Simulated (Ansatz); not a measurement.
Total energies of the cluster Ta2B2 from Ansatz at r2SCAN-D4/def2-TZVP, gas phase (1 Eh = 27.2114 eV = 2625.5 kJ/mol). The reference geometry is relaxed at PBE0-D4/def2-TZVP.

```xyz
4

Ta    1.3040    0.3350    0.3755
Ta   -0.8636    0.6803   -0.8631
B    -0.5970    0.0468    1.0579
B     0.1566   -1.0621   -0.5703
```

```csv
state,geometry,energy (Eh)
charge 0 singlet,reference,-163.52977
charge 1 doublet,reference,-163.28239
charge 0 triplet,relaxed at PBE0-D4/def2-TZVP,-163.52736
charge 0 quintet,relaxed at PBE0-D4/def2-TZVP,-163.51492
free Ta atom (quartet),–,-56.85872
free B atom (doublet),–,-24.63675
```

In the def2 sets Ta takes a core potential; there is no spin–orbit coupling.

Work out the vertical ionisation energy to the doublet.

E(charge 1 doublet) − E(charge 0 singlet) = -163.28239 − (-163.52977) = 0.24738 Eh = 6.73 eV. For comparison, −ε of the highest occupied level is 4.47 eV at this level, 2.26 eV less.

Which of the charge 0 states is lowest, and how far above it are the others?

The singlet, but by less than the method's error, so the order isn't settled. triplet: -163.52736 − (-163.52977) = 0.00241 Eh = 6.3 kJ/mol; quintet: -163.51492 − (-163.52977) = 0.01485 Eh = 39.0 kJ/mol.

What is the binding energy per atom against free atoms?

Atoms: 2 × (-56.85872) + 2 × (-24.63675) = -162.99094 Eh. Binding: -162.99094 − (-163.52977) = 0.53883 Eh = 14.66 eV, or 3.67 eV for each of 4 atoms (no zero-point energy, no counterpoise term).

At r2SCAN-D4/def2-TZVP the charge 1 doublet is spin-contaminated (final ⟨S²⟩ up to 0.91, 0.75 for a pure state). At r2SCAN-D4/def2-TZVP the charge 0 triplet is spin-contaminated (final ⟨S²⟩ up to 2.15, 2.00 for a pure state). 

The structure comes from a short search, and lower isomers may exist.
